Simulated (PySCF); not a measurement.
Gas-phase reaction: Cu2 + 2 HCl ⇌ 2 CuH + Cl2. Level: M06-2X/def2-TZVP†; standard pressure 1 bar.

Energies from PySCF, thermal terms from the rigid-rotor harmonic-oscillator model, ideal gas at 1 bar. † marks an energy on the PBE0/def2-TZVP geometry and frequencies. All species are closed-shell singlets. Cu: all electrons, no relativistic terms. The harmonic model lacks anharmonicity and excited electronic states, which grow with temperature; levels with a mode under 35 cm⁻¹ are left out.

| T (K) | 1000/T (1/K) | log10 K |
|---|---|---|
| 1200 | 0.8333 | -14.05 |
| 1400 | 0.7143 | -12.03 |
| 1600 | 0.6250 | -10.50 |
| 1800 | 0.5556 | ? |
| 2000 | 0.5000 | -8.36 |
| 2500 | 0.4000 | -6.64 |

Q: Fit log10 K = a + b·(1000/T) to the five rows, get the mean ΔH° and ΔS°, and predict log10 K at 1800 K.

A: Means: 1000/T = 0.6145, log10 K = -10.316. Sums of products about the means: Sxy = -2.00245, Sxx = 0.117064, so b = Sxy/Sxx = -17.11 and a = -10.316 − (-17.11)×0.6145 = 0.20.
ΔH° = −R ln 10 × 1000 K × b = −19.145 × (-17.11) = 328 kJ; ΔS° = R ln 10 × a = 4 J/K. The run's own values go from 325 kJ and 2 J/K at 1200 K to 330 kJ and 5 J/K at 2500 K.
Prediction at 1800 K: 0.20 + (-17.11)×0.5556 = -9.31. The computed value is -9.32, 0.01 from the line.
For scale, ΔH°(298 K) is 323 kJ at this level, 276 kJ at ωB97M-V/def2-TZVP†, and runs from 29 to 335 kJ over the 20 levels computed.
